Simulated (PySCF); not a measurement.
## Dipole moment and polarisability of MoSeCl4

Species: MoSeCl4 (singlet state).
Geometry (PBE0-D3(BJ)/def2-SVP, Å), atoms numbered from 1 in this order:
```xyz
6
Cl4MoSe angstrom
Mo     0.0106   -0.0153    0.0021
Se    -0.0127   -0.0180    2.1962
Cl     2.2343   -0.0193   -0.5427
Cl     0.0177    2.2023   -0.5664
Cl    -2.2006   -0.0135   -0.5904
Cl     0.0138   -2.2323   -0.5681
```

Level: PBE0/def2-SVPD (PySCF), static field, nuclei fixed, core orbitals frozen in the response. The polarisability tensor in these axes (au):

```
x   136.76  -0.02   0.05
y    -0.02 136.74  -0.03
z     0.05  -0.03 132.98
```

Q: What are the eigenvalues, a third of the trace, and Δα (Δα² = ½Σ(αi − αj)² over the three pairs)?

A: Principal values 132.98, 136.74 and 136.77 au; mean 135.49 au = 20.08 Å³ = 22.34 × 10⁻⁴⁰ C²·m²/J; Δα = 3.78 au (3 % of the mean).

Q: What is the dipole moment, and where does it point?

A: (-0.02, 0.00, 2.31) D, 2.31 D in size, pointing from the negative to the positive side. Measured along this direction, the outermost atoms are Cl6, Cl5, Cl4 and Cl3 at the negative end and Se2 at the positive end.

Q: Rayleigh depolarisation ratio (linearly polarised light, static tensor)?

A: ρ = 3Δα²/(45ᾱ² + 4Δα²) = 42.8/(826146 + 57.1) = 5.18e-05.

Q: Estimate the molar refractivity from the static electronic polarisability.

A: Lorentz–Lorenz: R = (4π/3)N_A α = 2.5225 cm³/(mol·Å³) × 20.08 Å³ = 50.6 cm³/mol, in the limit of long wavelengths.

Q: In TDDFT the mean static polarisability is Σ f/ω² over all singlet excitations (ω in hartree). How much of it do the 10 lowest give? Their energies (eV) and oscillator strengths: 2.01, 0.0010; 2.01, 0.0010; 2.35, 0.0000; 2.60, 0.0000; 2.72, 0.0000; 2.84, 0.0000; 2.93, 0.0001; 2.93, 0.0001; 3.01, 0.0000; 3.03, 0.0292.

A: They add up to 2.76 au, 2.0 % of the 135.49 au; the largest single term is 2.36 au, from the state at 3.03 eV. Terms in order: 0.19, 0.19, 0.00, 0.00, 0.00, 0.00, 0.01, 0.01, 0.00, 2.36 au. Higher excitations give the rest. The strengths listed sum to 0.031.

Q: Orientational against electronic polarisability at 400 K (dilute gas, rigid molecules)?

A: In Gaussian units μ²/3kT = 32.29 Å³ against 20.08 Å³, a ratio of 1.61; the Debye molar polarisation (4π/3)N_A(α + μ²/3kT) is 132.1 cm³/mol, leaving out the vibrational part.

Isolated species at its PBE0-D3(BJ)/def2-SVP geometry, gas phase. Atoms past krypton carry effective core potentials; spin–orbit coupling is left out. The calculation is non-relativistic apart from the core potentials, for selenium too.

The run behind these numbers computed excited states as well. Hardware: one thread, Arm Neoverse V1 (aarch64), shared host with 32 logical CPUs at a one-minute load of 10. Cost: 38 s wall (with the writing of density and orbital grids), 0.76 GiB resident at most.
